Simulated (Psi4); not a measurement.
Torsional profile of SMILES [GeH3][SiH2][GeH3] (H8Ge2Si), singlet. Scanned: dihedral H4–Ge1–Si2–Ge3; all other coordinates were relaxed at GFN2-xTB. GFN2-xTB can order the conformers of Si and Ge chains otherwise than DFT does. Heavy atoms are numbered in the order of the SMILES [GeH3][SiH2][GeH3], hydrogens after them in the order of the atoms that carry them; the mirror image has the same energies with the sign of each dihedral reversed.

- PBE/def2-TZVP // GFN2-xTB (Psi4)
- PBE-D3(BJ)/def2-TZVP // GFN2-xTB (Psi4)
- PBE0/def2-TZVP // GFN2-xTB (Psi4)
- MP2/cc-pVTZ = DF-MP2 (frozen core)/cc-pVTZ // GFN2-xTB run with Psi4

Energies relative to the lowest point of each profile, in kcal/mol; the last columns give the difference from MP2:

```json
[
 {"φ / °": "0", "PBE/def2-TZVP": "0.67", "PBE-D3(BJ)/def2-TZVP": "0.66", "PBE0/def2-TZVP": "0.70", "MP2/cc-pVTZ": "0.80", "PBE/def2-TZVP − MP2/cc-pVTZ": "-0.13", "PBE-D3(BJ)/def2-TZVP − MP2/cc-pVTZ": "-0.14", "PBE0/def2-TZVP − MP2/cc-pVTZ": "-0.10"},
 {"φ / °": "10", "PBE/def2-TZVP": "0.63", "PBE-D3(BJ)/def2-TZVP": "0.62", "PBE0/def2-TZVP": "0.66", "MP2/cc-pVTZ": "0.75", "PBE/def2-TZVP − MP2/cc-pVTZ": "-0.12", "PBE-D3(BJ)/def2-TZVP − MP2/cc-pVTZ": "-0.13", "PBE0/def2-TZVP − MP2/cc-pVTZ": "-0.09"},
 {"φ / °": "20", "PBE/def2-TZVP": "0.52", "PBE-D3(BJ)/def2-TZVP": "0.51", "PBE0/def2-TZVP": "0.54", "MP2/cc-pVTZ": "0.62", "PBE/def2-TZVP − MP2/cc-pVTZ": "-0.11", "PBE-D3(BJ)/def2-TZVP − MP2/cc-pVTZ": "-0.11", "PBE0/def2-TZVP − MP2/cc-pVTZ": "-0.08"},
 {"φ / °": "30", "PBE/def2-TZVP": "0.34", "PBE-D3(BJ)/def2-TZVP": "0.33", "PBE0/def2-TZVP": "0.36", "MP2/cc-pVTZ": "0.41", "PBE/def2-TZVP − MP2/cc-pVTZ": "-0.07", "PBE-D3(BJ)/def2-TZVP − MP2/cc-pVTZ": "-0.08", "PBE0/def2-TZVP − MP2/cc-pVTZ": "-0.05"},
 {"φ / °": "40", "PBE/def2-TZVP": "0.17", "PBE-D3(BJ)/def2-TZVP": "0.17", "PBE0/def2-TZVP": "0.18", "MP2/cc-pVTZ": "0.21", "PBE/def2-TZVP − MP2/cc-pVTZ": "-0.04", "PBE-D3(BJ)/def2-TZVP − MP2/cc-pVTZ": "-0.04", "PBE0/def2-TZVP − MP2/cc-pVTZ": "-0.03"},
 {"φ / °": "50", "PBE/def2-TZVP": "0.05", "PBE-D3(BJ)/def2-TZVP": "0.05", "PBE0/def2-TZVP": "0.05", "MP2/cc-pVTZ": "0.06", "PBE/def2-TZVP − MP2/cc-pVTZ": "-0.01", "PBE-D3(BJ)/def2-TZVP − MP2/cc-pVTZ": "-0.01", "PBE0/def2-TZVP − MP2/cc-pVTZ": "-0.01"},
 {"φ / °": "60", "PBE/def2-TZVP": "0.00", "PBE-D3(BJ)/def2-TZVP": "0.00", "PBE0/def2-TZVP": "0.00", "MP2/cc-pVTZ": "0.00", "PBE/def2-TZVP − MP2/cc-pVTZ": "0.00", "PBE-D3(BJ)/def2-TZVP − MP2/cc-pVTZ": "0.00", "PBE0/def2-TZVP − MP2/cc-pVTZ": "0.00"},
 {"φ / °": "70", "PBE/def2-TZVP": "0.04", "PBE-D3(BJ)/def2-TZVP": "0.04", "PBE0/def2-TZVP": "0.04", "MP2/cc-pVTZ": "0.05", "PBE/def2-TZVP − MP2/cc-pVTZ": "-0.01", "PBE-D3(BJ)/def2-TZVP − MP2/cc-pVTZ": "-0.01", "PBE0/def2-TZVP − MP2/cc-pVTZ": "-0.01"},
 {"φ / °": "80", "PBE/def2-TZVP": "0.15", "PBE-D3(BJ)/def2-TZVP": "0.15", "PBE0/def2-TZVP": "0.16", "MP2/cc-pVTZ": "0.18", "PBE/def2-TZVP − MP2/cc-pVTZ": "-0.03", "PBE-D3(BJ)/def2-TZVP − MP2/cc-pVTZ": "-0.03", "PBE0/def2-TZVP − MP2/cc-pVTZ": "-0.02"},
 {"φ / °": "90", "PBE/def2-TZVP": "0.31", "PBE-D3(BJ)/def2-TZVP": "0.31", "PBE0/def2-TZVP": "0.33", "MP2/cc-pVTZ": "0.37", "PBE/def2-TZVP − MP2/cc-pVTZ": "-0.06", "PBE-D3(BJ)/def2-TZVP − MP2/cc-pVTZ": "-0.07", "PBE0/def2-TZVP − MP2/cc-pVTZ": "-0.05"},
 {"φ / °": "100", "PBE/def2-TZVP": "0.49", "PBE-D3(BJ)/def2-TZVP": "0.48", "PBE0/def2-TZVP": "0.51", "MP2/cc-pVTZ": "0.58", "PBE/def2-TZVP − MP2/cc-pVTZ": "-0.09", "PBE-D3(BJ)/def2-TZVP − MP2/cc-pVTZ": "-0.10", "PBE0/def2-TZVP − MP2/cc-pVTZ": "-0.07"},
 {"φ / °": "110", "PBE/def2-TZVP": "0.60", "PBE-D3(BJ)/def2-TZVP": "0.60", "PBE0/def2-TZVP": "0.63", "MP2/cc-pVTZ": "0.73", "PBE/def2-TZVP − MP2/cc-pVTZ": "-0.12", "PBE-D3(BJ)/def2-TZVP − MP2/cc-pVTZ": "-0.13", "PBE0/def2-TZVP − MP2/cc-pVTZ": "-0.09"}
]
```

PBE/def2-TZVP is furthest from MP2/cc-pVTZ at 0 (-0.13 kcal/mol, below); its mean absolute difference over the points is 0.07 kcal/mol.

PBE-D3(BJ)/def2-TZVP is furthest from MP2/cc-pVTZ at 0 (-0.14 kcal/mol, below); its mean absolute difference over the points is 0.07 kcal/mol.

PBE0/def2-TZVP is furthest from MP2/cc-pVTZ at 0 (-0.10 kcal/mol, below); its mean absolute difference over the points is 0.05 kcal/mol.
